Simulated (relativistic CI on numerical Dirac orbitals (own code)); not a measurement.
**Rh⁵⁺: L2,3 absorption edge**

Computed with this model: Dirac-Coulomb-Breit CI, orbitals from a KLI potential per configuration, QED by a radiative potential, valence Slater integrals scaled by 0.8, multiplet model of core-to-valence dipole absorption; configurations [Kr] 4d4 → [He] 2s2 2p5 3s2 3p6 3d10 4s2 4p6 4d5; 10 K; Lorentzian 1.6 eV and Gaussian 0.5 eV FWHM. Energies are those of the free ion, without screening or charge transfer. The branching ratio is the share of the lower-energy edge in the whole absorption, uncertain by about 0.02 where the edges overlap. S is read from ⟨S²⟩ = S(S + 1).

Computed curve for free ion, scaled to 100 at the maximum (points under 2 are left out and the grid is thinned):

(Energy (eV), Intensity): (3006.25, 2.1), (3006.75, 2.4), (3007.50, 3.2), (3008.00, 3.9), (3008.50, 4.9), (3009.00, 6.4), (3009.75, 10.8), (3010.25, 16.9), (3010.75, 27.3), (3011.50, 36.1), (3012.00, 34.0), (3012.50, 40.6), (3013.00, 62.3), (3013.75, 100.0), (3014.25, 93.1), (3014.75, 70.4), (3015.50, 41.2), (3016.00, 30.7), (3016.50, 21.8), (3017.00, 14.8), (3017.75, 9.3), (3018.25, 7.0), (3018.75, 5.3), (3019.25, 4.1), (3020.00, 3.0), (3020.50, 2.6), (3021.00, 2.2), (3154.25, 2.4), (3154.75, 3.6), (3155.25, 5.7), (3155.75, 9.7), (3156.50, 18.4), (3157.00, 21.0), (3157.50, 19.0), (3158.25, 13.7), (3158.75, 12.5), (3159.25, 9.3), (3159.75, 5.8), (3160.50, 3.0), (3161.00, 2.1)

The ground state has S = 1.96, and the centroid lies at 3038.38 eV.
